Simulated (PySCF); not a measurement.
Molecule: `CC(=O)c1ccsc1`, C6H6OS.

Geometry (Å), atoms numbered from 1 in this order:
```xyz
14

C    -2.1173   -0.5271   -0.1267
C    -1.1617    0.6171   -0.3542
O    -1.5438    1.6976   -0.7474
C     0.2782    0.3719   -0.0765
C     0.8720   -0.8364    0.4073
C     2.2267   -0.7291    0.5608
S     2.7883    0.8363    0.1181
C     1.2166    1.3614   -0.2752
H    -1.8387   -1.3944   -0.7457
H    -3.1336   -0.2035   -0.3810
H    -2.0861   -0.8537    0.9248
H     0.3184   -1.7483    0.6337
H     2.9279   -1.4858    0.9102
H     1.0150    2.3689   -0.6373
```

Geometry PBE0-D3(BJ)/def2-SVP throughout; GIAO in PySCF 2.14, gas phase, one conformer, non-relativistic; equivalent atoms averaged; functional PBE0.

(1) How do the shifts δ (against TMS, H2O, CS2 at the same level) depend on the basis set? (a selection of nuclei; ppm; last column core-seconds on shared hosts with different chips, so compare them loosely)

(2) Which nucleus among those listed moves most, in ppm?

(3) Taking the largest basis, cc-pVTZ (328 functions), as the yardstick, rank the others by their worst heavy-atom deviation.

Answers

(1) 
| basis set | functions | C8 | C6 | C4 | C5 | O3 | S7 | H14 | H13 | H12 | core-s |
| --- | --- | --- | --- | --- | --- | --- | --- | --- | --- | --- | --- |
| STO-3G | 50 | 120.8 | 119.1 | 113.4 | 106.3 | 615.4 | 92.7 | 7.44 | 6.68 | 6.54 | 5.2 |
| pcSseg-0 | 88 | 152.4 | 144.1 | 148.4 | 135.4 | 730.6 | 209.7 | 8.16 | 6.94 | 7.28 | 8 |
| 6-31G | 88 | 136.9 | 129.8 | 137.0 | 121.2 | 611.2 | 186.2 | 8.36 | 7.15 | 7.43 | 11 |
| 6-31G* | 128 | 131.0 | 123.0 | 133.8 | 119.6 | 570.9 | 216.0 | 8.04 | 6.89 | 7.26 | 16 |
| cc-pVDZ | 146 | 135.9 | 128.5 | 140.7 | 125.1 | 600.6 | 211.3 | 8.17 | 7.06 | 7.21 | 16 |
| def2-SVP | 146 | 135.8 | 127.6 | 139.0 | 123.7 | 607.4 | 229.1 | 8.04 | 6.88 | 7.21 | 15 |
| pcSseg-1 | 173 | 141.4 | 133.5 | 145.2 | 131.4 | 638.1 | 232.6 | 8.25 | 7.12 | 7.37 | 18 |
| aug-cc-pVDZ | 242 | 136.2 | 127.8 | 139.9 | 124.1 | 572.5 | 227.2 | 8.57 | 7.46 | 7.61 | 34 |
| 6-311+G(2d,p) | 260 | 139.5 | 131.4 | 145.5 | 129.9 | 599.8 | 259.5 | 8.53 | 7.38 | 7.56 | 44 |
| def2-TZVP | 290 | 140.3 | 132.1 | 147.3 | 131.7 | 613.1 | 267.0 | 8.47 | 7.34 | 7.61 | 46 |
| cc-pVTZ | 328 | 139.8 | 131.9 | 145.5 | 130.7 | 613.0 | 236.6 | 8.47 | 7.33 | 7.53 | 56 |

(2) S7 (aromatic ring sulfur): from 92.7 ppm with STO-3G to 267.0 ppm with def2-TZVP. The smallest spread is 0.78 ppm, at H13. Proton shifts span only some 12 ppm, so a few tenths of a ppm matter as much there as several ppm in carbon.

(3) def2-SVP 7.5 ppm (146 functions), 6-311+G(2d,p) 22.9 ppm (260 functions), pcSseg-1 25.1 ppm (173 functions), cc-pVDZ 25.2 ppm (146 functions), def2-TZVP 30.4 ppm (290 functions), aug-cc-pVDZ 40.5 ppm (242 functions), 6-31G* 42.1 ppm (128 functions), 6-31G 50.4 ppm (88 functions), pcSseg-0 117.7 ppm (88 functions), STO-3G 143.9 ppm (50 functions).

A small basis that lands close on one nucleus may do so by chance; judge by the trend and by all nuclei.
